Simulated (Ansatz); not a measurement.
Reaction (isomerisation): `OB1CC1` → `BC(=C)O`

Computed with Ansatz on PBE0-D4/def2-TZVP structures; ΔE is electronic, products minus reactants. CCSD(T)/CBS is the MP2 limit (def2-TZVPP, def2-QZVPP) plus CCSD(T) − MP2 in def2-TZVPP, frozen cores. Functionals use def2-TZVPP. B3LYP here is the variant with VWN-RPA as its local correlation; programs differ in this. HSE06 is defined as in plane-wave codes. One conformer a species, not always the lowest.

`OB1CC1`:

Z-matrix (Å, degrees):
```
C
B 1 1.523
C 1 1.575 2 58.5
H 1 1.087 2 121.2 3 -103.7
H 1 1.087 2 121.2 3 103.7
O 2 1.341 1 150.4 3 180.0
H 3 1.086 1 116.3 2 112.0
H 3 1.086 1 116.3 2 -111.9
H 6 0.962 2 112.9 1 0.0
```

`BC(=C)O`:

Cartesian coordinates in Å:
```
B -0.067 -0.165 1.260
C 0.200 0.031 -0.238
C -0.829 0.141 -1.096
O 1.471 0.099 -0.731
H -1.191 -0.220 1.656
H 0.848 -0.262 2.030
H -0.679 0.281 -2.162
H -1.840 0.089 -0.719
H 2.086 0.005 0.001
```

| level | ΔE (kcal/mol) | difference from CCSD(T)/CBS |
| --- | --- | --- |
| LDA (SPW92) | 37.0 | 5.9 |
| BLYP-D4 | 26.9 | -4.2 |
| B3LYP-D4 | 29.3 | -1.8 |
| HSE06-D4 | 34.4 | 3.3 |
| CAM-B3LYP-D4 | 31.8 | 0.7 |
| ωB97M-V | 33.4 | 2.3 |
| B2PLYP | 30.8 | -0.3 |
| BLYP | 27.4 | -3.7 |
| RPA@PBE/def2-TZVPP | 27.7 | -3.4 |
| HF/def2-SVP | 30.6 | -0.5 |
| MP2/def2-SVP | 36.8 | 5.7 |
| CCSD/def2-SVP | 33.9 | 2.8 |
| CCSD(T)/def2-SVP | 33.0 | 1.9 |
| HF/def2-TZVPP | 27.5 | -3.6 |
| SCS-MP2/def2-TZVPP | 31.2 | 0.1 |
| CCSD(T)/def2-TZVPP | 30.8 | -0.3 |
| CCSD(T)/CBS | 31.1 | 0 |

Largest T1 diagnostic among the species: 0.013.

From BLYP to BHLYP (50 % exact exchange), in def2-TZVPP and without D4, ΔE moves by +3.5 kcal/mol. At CCSD(T), def2-SVP lies +1.9 kcal/mol from the extrapolated value and def2-TZVPP −0.3 kcal/mol.
